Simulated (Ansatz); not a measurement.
System: C$_{7}$H$_{13}$ (charge 0, doublet). It need not be the lowest isomer of its formula. 
Coordinates optimised at B3LYP-D3(BJ)/def2-TZVP (Ansatz, a program for electronic structure):
```xyz
20

C     -2.5398    -0.1257    -0.6891
C     -1.3001    -0.2367     0.1098
C     -0.7800     1.1085     0.6798
C      0.7562     0.9651     0.8031
C      1.1067    -0.4375     0.2600
C      2.4765    -0.5254    -0.3976
C     -0.0681    -0.7669    -0.6642
H     -2.6396     0.6617    -1.4264
H     -3.3157    -0.8771    -0.6468
H     -1.4715    -0.9268     0.9428
H     -1.2631     1.3470     1.6275
H     -1.0344     1.9133    -0.0131
H      1.1063     1.0952     1.8280
H      1.2582     1.7268     0.2016
H      1.0767    -1.1469     1.0949
H      3.2709    -0.2609     0.3041
H      2.5406     0.1604    -1.2468
H      2.6794    -1.5337    -0.7652
H      0.0320    -0.2196    -1.6080
H     -0.1480    -1.8283    -0.9041
```
Charge 0, spin multiplicity 2.

Total electronic energies in hartree. Correlated levels leave the core frozen unless marked. UHF or UKS for open shells. No spin-orbit coupling. Non-relativistic. CBS(X,Y): correlation extrapolated as X^-3; Hartree-Fock from the larger set. The bracket is a focal-point correction in the basis named.

| level | program | energy (Eh) |
|---|---|---|
| HF/6-31G | Ansatz | -272.49367 |
| RI-HF/cc-pVQZ | Ansatz | -272.71153 |
| PBE-D4/def2-TZVPD | Ansatz + dftd4 | -274.23457 |
| revPBE-D3(BJ)/def2-TZVPD | Ansatz + dftd3 | -274.56539 |
| PBE0/STO-3G | Ansatz | -270.94654 |
| r2SCAN0/def2-TZVPD | Ansatz | -274.42270 |
| HSE06-D4/def2-TZVPD | Ansatz + dftd4 | -274.26844 |
| LC-wPBE-D4/def2-TZVPD | Ansatz + dftd4 | -274.46333 |
| RI-MP2/CBS(cc-pVTZ,cc-pVQZ)+[CCSD(T)-MP2]/cc-pVTZ | Ansatz | -274.1398 |

Totals of different functionals don't rank their quality; only differences between species are comparable.
